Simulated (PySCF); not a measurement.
Species: C3H8BNO.
SMILES with atom numbers: `[CH3:1][B:2]([CH3:3])[NH:4][CH:5]=[O:6]` (hydrogens: H7, H8, H9 on C1; H10, H11, H12 on C3; H13 on N4; H14 on C5)

Jobs on this species (14 atoms, 46 electrons) with PySCF (density fitting). Hardware of each: one thread of an Arm Neoverse V2, no GPU, on a shared host. Other jobs ran on the host; a repeat could differ by tens of per cent or more. Peak memory is the resident size of the whole Python process, interpreter and libraries included.

Task: Rank these jobs by wall time, shortest first.
A. LC-wPBE/def2-SVPD; 12 singlets by full TDDFT, 5 Tamm–Dancoff triplets, polarisability; 187 basis functions
B. KT2/6-31G, IEF-PCM chloroform, energy threshold 1e-07 Eh; spin–spin couplings from 13 perturbed nuclei, spin–dipole term for 2 of them; 70 basis functions
C. PBE0/def2-SVPD; 1 singlet by TDA, 2 Tamm–Dancoff triplets, polarisability, density and orbital grids written; 187 basis functions

Result: B (5.4 s), C (16 s), A (32 s).

All jobs:

| level and settings | work | basis functions | SCF cycles | wall time | peak memory |
| --- | --- | --- | --- | --- | --- |
| KT2/6-31G, IEF-PCM chloroform, energy threshold 1e-07 Eh | spin–spin couplings from 13 perturbed nuclei, spin–dipole term for 2 of them | 70 | 9 | 5.4 s | 0.58 GiB |
| PBE0/pcSseg-1, energy threshold 1e-06 Eh, level shift 0.1 Eh | shieldings, density and orbital grids written | 142 | 8 | 13 s | 0.73 GiB |
| PBE0/pcSseg-1 | shieldings, charges and field gradients, density and orbital grids written | 142 | 14 | 14 s | 0.69 GiB |
| PBE0/def2-SVPD | 1 singlet by TDA, 2 Tamm–Dancoff triplets, polarisability, density and orbital grids written | 187 | 14 | 16 s | 0.84 GiB |
| PBE0/def2-SVPD | 6 singlets by full TDDFT, 2 Tamm–Dancoff triplets, polarisability, density and orbital grids written | 187 | 14 | 20 s | 0.75 GiB |
| LC-wPBE/def2-SVPD | 12 singlets by full TDDFT, 5 Tamm–Dancoff triplets, polarisability | 187 | 14 | 32 s | 0.84 GiB |

Task: What do all jobs in the table cost together?

Result: About 1.7 min; the longest takes about 32 % of that, and about 5.9 times as long as the shortest.
